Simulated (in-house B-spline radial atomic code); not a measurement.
C+ is squeezed into an impenetrable sphere of radius R (the orbitals vanish at R). No spin polarisation. Method: non-relativistic LDA VWN5, spherical fractional occupations, point nucleus. Calculated with a radial B-spline atomic code at the basis-set limit.

Energies in eV above the free ion in [He] 2s2 2p1:

```tsv
R (bohr)	highest level (eV)	[He] 2s2 2p1	[He] 2s1 2p2	-dE/dV in [He] 2s2 2p1 (GPa)
9.23	-17.1	1.288e-05	8.476	2.73e-05
6.92	-17.1	0.001623	8.479	0.0061
5.48	-17	0.03292	8.527	0.197
3.99	-16.1	0.7221	9.389	8.02
3.59	-15.2	1.64	10.44	22.4
2.96	-12	5.947	15.02	120
2.62	-8.45	11.96	21.09	310
2.3	-2.75	23.29	32.11	799
1.8	15.8	69.1	74.56	4160
1.37	66.5	194	184.3	22900
```

Problem. Does [He] 2s1 2p2 fall below [He] 2s2 2p1 under compression?

Solution. Yes, between R = 1.8 and 1.37 bohr the order changes (near 1.65 bohr by linear interpolation).

The highest level is first positive in the row R = 1.8 bohr, pushed up by confinement above the zero of the free ion's potential. Each configuration is held fixed and needn't be the lowest in the sphere.
